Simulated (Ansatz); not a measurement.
Bond stretch in SeMg, lowest triplet found (which spin is the ground state isn't settled by this scan).

- UKS-PBE = Ansatz (a first-principles code) with unrestricted PBE/cc-pVDZ
- UKS-CAM-B3LYP = unrestricted CAM-B3LYP/cc-pVDZ (Ansatz)
- FCI = full CI/cc-pVDZ, cores with 3d frozen (Ansatz)

Energies relative to the lowest point of each curve between 2.02 and 3.08 Å, where full CI is lowest, in mEh; the last columns give the error against full CI:

| R / Å | UKS-PBE | UKS-CAM-B3LYP | FCI | UKS-PBE − FCI | UKS-CAM-B3LYP − FCI |
|---|---|---|---|---|---|
| 1.86 | 120.2 | 115.2 | 126.5 | -6.4 | -11.4 |
| 2.02 | 53.3 | 49.4 | 55.8 | -2.5 | -6.4 |
| 2.18 | 19.0 | 16.4 | 19.5 | -0.5 | -3.2 |
| 2.27 | 8.7 | 6.9 | 8.8 | 0.0 | -1.9 |
| 2.36 | 2.9 | 1.8 | 2.8 | 0.2 | -1.0 |
| 2.50 | 0.0 | 0.0 | 0.0 | 0.0 | 0.0 |
| 2.54 | 0.1 | 0.5 | 0.3 | -0.1 | 0.2 |
| 2.66 | 2.3 | 3.6 | 3.0 | -0.6 | 0.6 |
| 2.74 | 4.9 | 6.7 | 5.9 | -1.0 | 0.8 |
| 2.84 | 8.7 | 11.2 | 10.3 | -1.6 | 0.9 |
| 2.93 | 12.6 | 15.6 | 14.7 | -2.0 | 1.0 |
| 3.08 | 19.4 | 23.0 | 21.9 | -2.6 | 1.1 |
| 3.31 | 29.1 | 33.1 | 31.5 | -2.3 | 1.6 |
| 3.49 | 35.7 | 39.3 | 36.7 | -1.0 | 2.6 |
| 3.80 | 44.5 | 46.6 | 41.4 | 3.1 | 5.2 |
| 4.16 | 51.1 | 51.2 | 43.2 | 7.9 | 8.0 |
| 4.64 | 56.2 | 53.7 | 43.9 | 12.3 | 9.9 |

UKS-PBE is furthest from FCI at 4.64 (12.3 mEh, above); its mean absolute error over the points is 2.6 mEh.

UKS-CAM-B3LYP is furthest from FCI at 1.86 (-11.4 mEh, below); its mean absolute error over the points is 3.3 mEh.

The scan ran from 1.86 to 8.81 Å; beyond the distances shown full CI changes its symmetry label.
